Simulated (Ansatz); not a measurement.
Relaxation of BBrH₆N₂ (10 atoms, charge 0, multiplicity 1), to a largest force component of 0.03 eV/Å in at most 50 steps.

These are results of RKS CAM-B3LYP/def2-SVP in Ansatz 0.2.0, not measurements.

```xyz
10
Properties=species:S:1:pos:R:3:forces:R:3
B -0.022 -0.213 -0.165 0.17 -0.29 -0.60
H -0.027 -0.619 0.965 -0.03 -0.08 0.38
N 1.230 -0.009 -0.779 -0.05 -0.03 0.05
H 2.103 -0.212 -0.314 0.00 0.04 0.02
H 1.344 0.348 -1.718 0.01 -0.01 -0.03
N -1.252 -0.052 -0.825 0.06 0.00 0.09
H -2.135 -0.136 -0.346 -0.08 0.00 0.00
H -1.327 0.301 -1.768 -0.07 0.05 -0.09
Br -0.264 2.562 1.521 0.19 -1.17 0.41
H -0.057 1.091 1.698 -0.22 1.49 -0.24
```

Q: Where does it end, and by what steps?

A: It converged. The force dipped under the threshold on the way, but the program's further checks kept it going. After 28 steps the energy has fallen by 0.196 eV; Br9 moved furthest, 1.49 Å.

```json
{"step": "0", "energy less start (eV)": "0.0000", "largest force component (eV/Å)": "1.486", "accepted": "yes"}
{"step": "1", "energy less start (eV)": "-0.1161", "largest force component (eV/Å)": "0.464", "accepted": "yes"}
{"step": "2", "energy less start (eV)": "-0.1422", "largest force component (eV/Å)": "0.198", "accepted": "yes"}
{"step": "3", "energy less start (eV)": "-0.1495", "largest force component (eV/Å)": "0.078", "accepted": "yes"}
{"step": "4", "energy less start (eV)": "-0.1634", "largest force component (eV/Å)": "0.165", "accepted": "yes"}
{"step": "5", "energy less start (eV)": "-0.1679", "largest force component (eV/Å)": "0.175", "accepted": "yes"}
{"step": "6", "energy less start (eV)": "-0.1698", "largest force component (eV/Å)": "0.348", "accepted": "yes"}
{"step": "7", "energy less start (eV)": "-0.1737", "largest force component (eV/Å)": "0.177", "accepted": "yes"}
{"step": "8", "energy less start (eV)": "-0.1759", "largest force component (eV/Å)": "0.120", "accepted": "yes"}
{"step": "9", "energy less start (eV)": "-0.1774", "largest force component (eV/Å)": "0.070", "accepted": "yes"}
{"step": "10", "energy less start (eV)": "-0.1781", "largest force component (eV/Å)": "0.033", "accepted": "yes"}
{"step": "11", "energy less start (eV)": "-0.1785", "largest force component (eV/Å)": "0.029", "accepted": "yes"}
{"step": "12", "energy less start (eV)": "-0.1787", "largest force component (eV/Å)": "0.036", "accepted": "yes"}
{"step": "13", "energy less start (eV)": "-0.1789", "largest force component (eV/Å)": "0.028", "accepted": "yes"}
{"step": "14", "energy less start (eV)": "-0.1794", "largest force component (eV/Å)": "0.080", "accepted": "yes"}
{"step": "15", "energy less start (eV)": "-0.1799", "largest force component (eV/Å)": "0.098", "accepted": "yes"}
{"step": "16", "energy less start (eV)": "-0.1809", "largest force component (eV/Å)": "0.223", "accepted": "yes"}
{"step": "17", "energy less start (eV)": "-0.1822", "largest force component (eV/Å)": "0.169", "accepted": "yes"}
{"step": "18", "energy less start (eV)": "-0.1853", "largest force component (eV/Å)": "0.016", "accepted": "yes"}
{"step": "19", "energy less start (eV)": "-0.1879", "largest force component (eV/Å)": "0.055", "accepted": "yes"}
{"step": "20", "energy less start (eV)": "-0.1874", "largest force component (eV/Å)": "0.209", "accepted": "no"}
{"step": "21", "energy less start (eV)": "-0.1895", "largest force component (eV/Å)": "0.090", "accepted": "yes"}
{"step": "22", "energy less start (eV)": "-0.1907", "largest force component (eV/Å)": "0.118", "accepted": "yes"}
{"step": "23", "energy less start (eV)": "-0.1921", "largest force component (eV/Å)": "0.101", "accepted": "yes"}
{"step": "24", "energy less start (eV)": "-0.1921", "largest force component (eV/Å)": "0.217", "accepted": "no"}
{"step": "25", "energy less start (eV)": "-0.1933", "largest force component (eV/Å)": "0.101", "accepted": "yes"}
{"step": "26", "energy less start (eV)": "-0.1949", "largest force component (eV/Å)": "0.082", "accepted": "yes"}
{"step": "27", "energy less start (eV)": "-0.1947", "largest force component (eV/Å)": "0.113", "accepted": "no"}
{"step": "28", "energy less start (eV)": "-0.1957", "largest force component (eV/Å)": "0.019", "accepted": "yes"}
```

```xyz
10
Properties=species:S:1:pos:R:3
B 0.264 -0.049 -0.286
H 0.506 0.073 0.900
N 1.322 -0.446 -1.127
H 2.249 -0.631 -0.770
H 1.238 -0.579 -2.127
N -1.044 0.220 -0.729
H -1.773 0.525 -0.099
H -1.338 0.158 -1.695
Br -1.416 2.287 2.429
H -0.415 1.504 1.773
```

Whether the end is a true minimum wasn't checked by a vibrational analysis.

The run took 47 s on 4 threads of Arm Neoverse V1, on a shared host, peak memory 0.28 GiB.
